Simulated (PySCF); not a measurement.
## RbH at r²SCAN

Computed with r²SCAN; basis Rb def2-SVP with ECP28, H def2-SVP; scalar-relativistic core potentials; PySCF 2.14.

| Property | Result |
| --- | --- |
| state | ¹Σ⁺ (singlet), closed shell |
| bond length | 2.437 Å |
| harmonic wavenumber | 914 cm⁻¹ |
| force constant | 0.490 mdyn/Å |
| rotational constant Be | 2.849 cm⁻¹ |
| anharmonicity ωexe | 14.2 cm⁻¹ |
| vibration–rotation constant αe | 0.0697 cm⁻¹ |
| well depth De to Rb + H | 1.64 eV |
| dissociation energy D0 | 1.58 eV |
| HOMO–LUMO gap | 2.26 eV |
| bond order (Mayer) | 0.83 |
| dipole moment (positive dipole means Rb(−)H(+)) | -8.40 D |
